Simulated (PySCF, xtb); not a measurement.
C₃H₉OSi, SMILES O([SiH]C)CC (connectivity only; charge and spin as stated), charge +1, multiplicity 1. The values are those of a single conformer.

Harmonic wavenumbers (cm⁻¹) from GFN2-xTB (xtb) at its own minimum, in rising order: 25, 40, 101, 169, 206, 266, 441, 459, 630, 677, 798, 814, 820, 836, 1005, 1099, 1117, 1222, 1238, 1321, 1348, 1379, 1392, 1402, 1439, 1469, 1476, 2468, 2961, 2970, 2972, 2980, 3007, 3047, 3050, 3068.

Question: What does PySCF with PBE-D3(BJ)/def2-SVP give at its own minimum? (An estimate is asked for; the answer gives what the named calculation found.)

Answer: 56, 72, 122, 198, 231, 309, 435, 459, 618, 684, 736, 775, 786, 882, 954, 1080, 1112, 1142, 1213, 1257, 1331, 1340, 1342, 1359, 1410, 1418, 1426, 2274, 2961, 2976, 3015, 3045, 3062, 3077, 3083, 3118. Paired by order, the mean absolute difference is 39 cm⁻¹ and the zero-point energies are 71.1 and 70.6 kcal/mol.
